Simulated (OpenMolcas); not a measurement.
# A ladder of methods for C3H10OSi (trimethylsilanol)

The species is C3H10OSi (15 atoms), meant as a singlet with charge 0. As SMILES, `C[Si](C)(C)O`. Geometry: relaxed at PBE0-D4/def2-TZVP. This is one conformer, not always the lowest.

```xyz
15

C    -1.7599    0.1911    0.0715
Si    0.0899    0.2010   -0.2047
C     0.9599    0.3703    1.4423
C     0.6393   -1.3395   -1.0932
O     0.5162    1.4481   -1.2134
H    -2.0960    1.1060    0.5683
H    -2.0575   -0.6517    0.7020
H    -2.2967    0.1078   -0.8769
H     0.6646    1.2881    1.9593
H     2.0448    0.3934    1.3113
H     0.7182   -0.4687    2.1013
H     0.4051   -2.2344   -0.5106
H     1.7177   -1.3227   -1.2689
H     0.1422   -1.4270   -2.0624
H     0.3121    2.3381   -0.9259
```

Each level gives the dipole moment (D). The values are calculated.

```tsv
level	kind	program	value (D)
HF/6-31G* (spherical functions)	Hartree–Fock	OpenMolcas	1.56
SVWN5/6-31G* (spherical functions)	LDA	OpenMolcas	1.42
BLYP/6-31G* (spherical functions)	GGA	OpenMolcas	1.35
PBE/6-31G* (spherical functions)	GGA	OpenMolcas	1.36
revPBE/6-31G* (spherical functions)	GGA	OpenMolcas	1.34
M06-2X/6-31G* (spherical functions)	hybrid meta-GGA	OpenMolcas	1.45
PBE0/6-31G* (spherical functions)	global hybrid	OpenMolcas	1.43
B3LYP/6-31G* (Cartesian functions)	global hybrid	OpenMolcas	1.41
```

The values span 1.34 to 1.56 D. Magnitudes only.
